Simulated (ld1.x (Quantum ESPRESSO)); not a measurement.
**rubidium TM: all-electron and pseudo phase curves**

* Element: rubidium (Rb)
* Generator: ld1.x (Quantum ESPRESSO) 7.5
* Type: norm-conserving Troullier–Martins (Kleinman–Bylander form)
* Functional: LDA (PZ)
* Relativity: scalar-relativistic
* Frozen core: [Ar] 3d10 4s2
* Valence charge: 7
* Reference configuration: 4p6 4d0.5 5s0.5 5p0
* Partial waves: 4p (bound): rc 1.70 bohr; 4d (bound): rc 4.20 bohr; 5s (bound): rc 3.45 bohr
* Local potential: the s channel
* Core correction: a·sin(br)/r model core inside 1.70 bohr

The phase is arctan(r·u′/u) with u = r·R(r), unwrapped; energies in Ry, scanned from -3 to 5 Ry. A pole is an energy at which the radial function vanishes at the test radius. The pseudo phase is shifted by a multiple of π to meet the all-electron one at the reference energy, and phase errors are pseudo minus all-electron; the curves can meet again beyond the range given. Levels narrower than the energy grid can be missing from the lists of poles.

**Question.** For each channel, where are the poles, and over which energies does the pseudopotential scatter like the atom?

**Answer.**

```tsv
channel	radius (bohr)	reference energy (Ry)	poles, all-electron	poles, pseudo	unbroken range about the reference energy with phases within 0.05 rad	phase error 1 Ry above the reference energy (rad)
s	4.57	-0.20	-2.40, 0.40, 3.15	0.37, 2.10, 4.43	-2.4 to 0.8	-0.049
p	4.57	-1.23	-1.22, 0.92, 3.79	-1.22, 1.34	below -0.3	+0.069
d	4.57	-0.03	0.28, 2.03	0.29, 2.65	below 0.6	+0.773
```

Phases in the s channel:

```json
{"E (Ry)": "-3.00", "all-electron": "1.436", "pseudo": "-1.705"}
{"E (Ry)": "-2.52", "all-electron": "1.419", "pseudo": "-1.720"}
{"E (Ry)": "-2.04", "all-electron": "-1.739", "pseudo": "-1.740"}
{"E (Ry)": "-1.56", "all-electron": "-1.771", "pseudo": "-1.772"}
{"E (Ry)": "-1.08", "all-electron": "-1.831", "pseudo": "-1.832"}
{"E (Ry)": "-0.60", "all-electron": "-2.014", "pseudo": "-2.017"}
{"E (Ry)": "-0.12", "all-electron": "-3.993", "pseudo": "-3.994"}
{"E (Ry)": "0.36", "all-electron": "-4.695", "pseudo": "-4.706"}
{"E (Ry)": "0.84", "all-electron": "-4.858", "pseudo": "-4.916"}
{"E (Ry)": "1.32", "all-electron": "-5.165", "pseudo": "-6.736"}
{"E (Ry)": "1.80", "all-electron": "-7.258", "pseudo": "-7.759"}
{"E (Ry)": "2.28", "all-electron": "-7.704", "pseudo": "-7.897"}
{"E (Ry)": "2.76", "all-electron": "-7.807", "pseudo": "-8.077"}
{"E (Ry)": "3.24", "all-electron": "-7.864", "pseudo": "-10.378"}
{"E (Ry)": "3.72", "all-electron": "-7.914", "pseudo": "-10.882"}
{"E (Ry)": "4.20", "all-electron": "-7.986", "pseudo": "-10.969"}
{"E (Ry)": "4.68", "all-electron": "-8.193", "pseudo": "-11.022"}
```
